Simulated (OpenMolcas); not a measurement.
## 3s2 3p along the 13-electron sequence

| Item | Value |
| --- | --- |
| Program | OpenMolcas |
| Method | MS-RASPT2, IPEA 0.25 Eh, imaginary shift 0.1 Eh |
| Basis | ANO-RCC-VTZP |
| Scalar Hamiltonian | DKH2, point nucleus |
| Spin-orbit coupling | RASSI with atomic mean-field integrals over the reference wave functions, term energies averaged over their components |

Active space for each ion: 3 electrons in 9 orbitals (RAS2 3s 3p; RAS3 3d, at most 2 electrons); closed shells correlated by CASPT2: 2s 2p.

Computed levels in cm-1 above 2P* 1/2:

| Level | S3+ | Cl4+ | Ar5+ |
| --- | --- | --- | --- |
| 2P* 3/2 | 841 | 1349 | 2011 |
| weight of 2P* in the lowest level (%) | 100 | 100 | 100 |

Measured, with the error of the calculation in %. Measured levels: S3+ from NIST levels in Podobedova, Kelleher and Wiese, J. Phys. Chem. Ref. Data 38, 171 (2009); Ar5+ from Saloman, J. Phys. Chem. Ref. Data 39, 033101 (2010).

| Level | S3+ | Ar5+ |
| --- | --- | --- |
| 2P* 3/2 | 951 (-11.6) | 2208 (-8.9) |

The fine-structure level 2P* 3/2 changes by a factor of 2.39 from S3+ to Ar5+. Its fourth root runs 5.39, 6.06, 6.70, with steps per unit of Z of 0.68, 0.64; equal steps would mean a (Z - σ)^4 law with constant σ.

Active for correlation alone: 3d; no level in the range computed is led by a configuration that fills it, so any true level of that kind is missing. Computed and measured levels are paired by configuration, term and J; levels that our copy of the source lacks, or whose pairing is in doubt (as where it misses far off the trend of its configuration), stay unpaired and out of the deviations. Only configurations of the active space appear.

* marks odd parity.
